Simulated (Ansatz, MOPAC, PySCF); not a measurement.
Donor–acceptor adduct: GaH3 (SMILES [GaH3]) (first 4 atoms) with H2S (SMILES S); geometry from B3LYP-D3(BJ)/def2-TZVP.
(charge 0, multiplicity 1):
```xyz
7

Ga     0.52763    -0.06951     0.52020
H     -0.34623     1.11319    -0.04266
H      0.27362    -1.53353    -0.00072
H      1.89119     0.26122     1.23784
S     -0.92738    -0.37619     2.72897
H     -0.51067     0.73171     3.36579
H     -0.06740    -1.16488     3.39605
```

Interaction energies are E(AB) − E(A) − E(B) at the monomers' geometry in the complex; basis-set methods are counterpoise corrected.

The state that PM3 reach isn't checked.

Programs: Ansatz (Gaussian basis) for Hartree–Fock, density functionals and correlated methods; MOPAC for PM3 (differences of heats of formation); PySCF for M06-2X. Values without a source in brackets are computed.

### Question
Give the interaction energy at the level HF/def2-TZVPPD.

### Answer
-6.7 kcal/mol

### Question
What interaction energy does M06-2X/def2-TZVPPD give?

### Answer
-13.0 kcal/mol

### Question
Give the interaction energy at the level PM3.

### Answer
-27.2 kcal/mol

Ansatz is a program for electronic structure.
